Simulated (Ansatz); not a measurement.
Geometry optimisation, RKS PBE0/def2-SVP in Ansatz.

The input (input.yaml):

```yaml
crystal:
  periodic: [false, false, false]
  atoms:
    - { symbol: B, position_ang: [-0.08296, -0.22849, 0.110738] }
    - { symbol: O, position_ang: [-0.09292, -0.415468, 1.477911] }
    - { symbol: H, position_ang: [-0.975248, -0.597787, 1.821472] }
    - { symbol: H, position_ang: [0.993371, -0.031115, -0.393069] }
    - { symbol: H, position_ang: [-1.10979, -0.313856, -0.524607] }
    - { symbol: Br, position_ang: [0.145764, 2.916128, 0.88208] }
    - { symbol: H, position_ang: [0.370083, 1.726287, 1.765275] }
basis:
  gaussian: { orbitals: def2-SVP }
hamiltonian:
  xc: pbe0
relax:
  f_tol: 0.03
  max_steps: 50
```

Launched with:

```bash
$ ansatz run input.yaml --threads 1 --pin off --max-ram 2048MiB --backend cpu --events-out ev --progress --plain --runs-dir out
```

Where does it end, and by what steps?

It converged. After 22 steps the energy has fallen by 0.205 eV; H5 moved furthest, 1.40 Å.

| step | energy less start (eV) | largest force component (eV/Å) | accepted |
| --- | --- | --- | --- |
| 0 | 0.0000 | 1.206 | yes |
| 1 | -0.0788 | 0.831 | yes |
| 2 | -0.0895 | 0.732 | yes |
| 3 | -0.0965 | 0.661 | yes |
| 4 | -0.1081 | 0.331 | yes |
| 5 | -0.1099 | 0.859 | yes |
| 6 | -0.1428 | 0.382 | yes |
| 7 | -0.1559 | 0.252 | yes |
| 8 | -0.1598 | 0.498 | yes |
| 9 | -0.1271 | 0.816 | no |
| 10 | -0.1789 | 0.190 | yes |
| 11 | -0.1868 | 0.178 | yes |
| 12 | -0.1906 | 0.169 | yes |
| 13 | -0.1944 | 0.207 | yes |
| 14 | -0.2014 | 0.116 | yes |
| 15 | -0.2023 | 0.134 | yes |
| 16 | -0.2045 | 0.042 | yes |
| 17 | -0.2040 | 0.118 | no |
| 18 | -0.2051 | 0.045 | yes |
| 19 | -0.2051 | 0.038 | yes |
| 20 | -0.2052 | 0.039 | yes |
| 21 | -0.2053 | 0.033 | yes |
| 22 | -0.2054 | 0.003 | yes |

```xyz
7
Properties=species:S:1:pos:R:3
B -0.113 -0.528 -0.030
O -0.479 0.217 1.038
H -1.164 -0.184 1.585
H 0.742 -0.067 -0.745
H -0.638 -1.601 -0.229
Br 0.697 3.254 1.956
H 0.202 1.964 1.564
```

Whether the end is a true minimum wasn't checked by a vibrational analysis.

Time of the run: 23 s on 1 thread of AMD EPYC 9R45 96-Core Processor (Zen 5) (shared host), peak memory 0.2 GiB.
